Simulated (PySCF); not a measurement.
Species: CH$_{9}$OSi$_{2}$ (charge +1, singlet). It need not be the lowest isomer of its formula. SMILES: C[SiH2][OH+][SiH3]
Structure (B3LYP-D3(BJ)/def2-TZVP (Ansatz) minimum search):
```
O
H 1 0.9695
Si 1 1.7890 2 115.64
H 3 1.4661 1 104.39 2 112.39
H 3 1.4661 4 114.48 1 -112.11
H 3 1.4673 4 115.32 5 -137.54
Si 1 1.8112 2 116.92 3 176.46
H 7 1.4687 1 102.15 2 -57.13
H 7 1.4702 8 113.73 1 104.05
C 7 1.8375 8 116.28 9 139.78
H 10 1.0910 7 111.77 8 173.13
H 10 1.0918 11 109.17 7 124.29
H 10 1.0941 11 107.85 12 116.24
```
Charge +1, spin multiplicity 1.

Dispersion corrections to the total energy (kcal/mol) from the dftd3 and dftd4 libraries through PySCF: D3(BJ) without and D4 with the three-body term, each with the damping fitted for the functional named.

| functional | D3(BJ) | D4 |
|---|---|---|
| TPSSh | -7.31 | -6.26 |
| CAM-B3LYP | -5.15 | ___ |
| BLYP | ___ | -11.18 |
| B3LYP | -10.97 | -8.25 |
| HSE06 | -4.36 | -4.06 |
| TPSS | -7.89 | ___ |
| HF | -46.95 | -17.73 |

**Question.** Fill in the missing entries.

**Answer.** 
- CAM-B3LYP, D4: -4.43
- BLYP, D3(BJ): -13.32
- TPSS, D4: -6.90
